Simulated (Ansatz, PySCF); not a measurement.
B2Cl3, SMILES Cl[B]B(Cl)Cl (connectivity only; charge and spin as stated), charge +1, multiplicity 1. Atoms are numbered in the order given.

```xyz
5

Cl     0.0000     0.0000    -2.6709
B      0.0000     0.0000    -1.0558
B      0.0000     0.0000     0.6471
Cl     0.0000    -1.5358     1.3968
Cl     0.0000     1.5358     1.3968
```
Charge +1, spin multiplicity 1.

Geometry optimised at PBE0-D3(BJ)/def2-SVP. The spin state was assumed, not searched. The isomer is the one that the SMILES or the coordinates give; other isomers of the formula were not compared. One conformer was computed; it need not be the lowest.

Two levels are set side by side: PBE-D3(BJ)/def2-SVP (Ansatz, a first-principles code) and PBE0-D3(BJ)/def2-SVP (Ansatz). Each level has its own optimised geometry; the coordinates shown are those of the second. Frequencies come from the Hessian of PySCF at each geometry. Differences are taken from unrounded values.

```json
[
 {"quantity": "mean bond length (Å)", "PBE0-D3(BJ)": "1.684"},
 {"quantity": "bond Cl1–B2 (Å)", "PBE0-D3(BJ)": "1.615"},
 {"quantity": "bond B2–B3 (Å)", "PBE0-D3(BJ)": "1.703"},
 {"quantity": "bond B3–Cl4 (Å)", "PBE0-D3(BJ)": "1.709"},
 {"quantity": "bond B3–Cl5 (Å)", "PBE0-D3(BJ)": "1.709"},
 {"quantity": "highest harmonic wavenumber (cm⁻¹)", "PBE0-D3(BJ)": "1340"},
 {"quantity": "mean harmonic wavenumber (cm⁻¹)", "PBE0-D3(BJ)": "557"},
 {"quantity": "zero-point energy (kcal/mol)", "PBE0-D3(BJ)": "7.17"}
]
```

Question: What does PBE-D3(BJ) give, and how far is it from PBE0-D3(BJ)? (Estimate from the structure and the level; the computed values follow.)

Answer: 
| quantity | PBE-D3(BJ) | PBE-D3(BJ) minus PBE0-D3(BJ) |
|---|---|---|
| mean bond length (Å) | 1.691 | 0.007 |
| bond Cl1–B2 (Å) | 1.628 | 0.013 |
| bond B2–B3 (Å) | 1.693 | -0.010 |
| bond B3–Cl4 (Å) | 1.722 | 0.013 |
| bond B3–Cl5 (Å) | 1.722 | 0.013 |
| highest harmonic wavenumber (cm⁻¹) | 1302 | -38 |
| mean harmonic wavenumber (cm⁻¹) | 536 | -21 |
| zero-point energy (kcal/mol) | 6.90 | -0.26 |

GGA bonds tend to be longer and softer than those of functionals with exact exchange. Differences between two approximate levels are no errors against the true value.
